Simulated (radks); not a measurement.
The numbers below are computed, except where a source is named.
Ba+, configuration [Xe] 6s0.5 6p0.5 (fractional occupations, a model configuration).

Code: a radial shooting solver on a logarithmic mesh with Libxc functionals. Model: scalar-relativistic Kohn-Sham, exchange-only PBE, spin-polarised, spherical densities, finite nucleus; open shells are filled with parallel spins first (spin-orbit coupling, left out, can overturn this in heavy ions); Fermi nuclear charge, rms radius 4.8378 fm.

Energy parts (Ry):
total: -16264.0324
kinetic: 17173.7177
electron-nucleus: -39338.7998
Hartree: 6289.6436
exchange: -388.5939

Orbitals (lengths in bohr, moments of r in powers of bohr; r(max) is where P^2 peaks):
orbital  occ.  eigenvalue (Ry)      <r^2>      <r^4>      <r>   r(max)
1s up       1        -2738.778  0.0008885  2.074e-06  0.02558  0.01643
1s down     1        -2738.778  0.0008885  2.074e-06  0.02558  0.01643
2s up       1        -433.2089    0.01421  0.0003467   0.1098  0.09288
2s down     1        -433.2086    0.01421  0.0003467   0.1098  0.09288
2p up       3        -388.5308    0.01129  0.0002524  0.09619  0.07463
2p down     3        -388.5305    0.01129  0.0002524  0.09619  0.07463
3s up       1        -91.71459    0.09742    0.01439   0.2920   0.2664
3s down     1        -91.71418    0.09742    0.01439   0.2920   0.2664
3p up       3        -77.39080    0.09748    0.01505   0.2900   0.2606
3p down     3        -77.39037    0.09747    0.01505   0.2900   0.2606
3d up       5        -56.58027    0.08389    0.01273   0.2666   0.2151
3d down     5        -56.57986    0.08389    0.01273   0.2666   0.2151
4s up       1        -18.27996     0.5126     0.3832   0.6740   0.6250
4s down     1        -18.27905     0.5125     0.3832   0.6740   0.6250
4p up       3        -13.66005     0.5825     0.5098   0.7157   0.6536
4p down     3        -13.65905     0.5825     0.5097   0.7157   0.6536
4d up       5         -6.95289     0.7451     0.9149   0.8008   0.6952
4d down     5         -6.95150     0.7449     0.9143   0.8007   0.6952
5s up       1         -2.84665      3.022      13.55    1.639    1.471
5s down     1         -2.84111      3.011      13.41    1.637    1.471
5p up       3         -1.74925      4.199      27.44    1.923    1.672
5p down     3         -1.74000      4.149      26.57    1.913    1.670
6s up     0.5         -0.57199      21.49      678.2    4.381    3.906
6p up     0.5         -0.38531      33.52       1655    5.469    4.856

The highest occupied level is 6p up at -5.242 eV. Summed over all electrons, <r^2> = 72.27 bohr^2, which gives a Langevin (diamagnetic) susceptibility term of -57.2 x 10^-6 cm^3/mol. The density falls to 0.001 e/bohr^3 at r = 4.71 bohr.
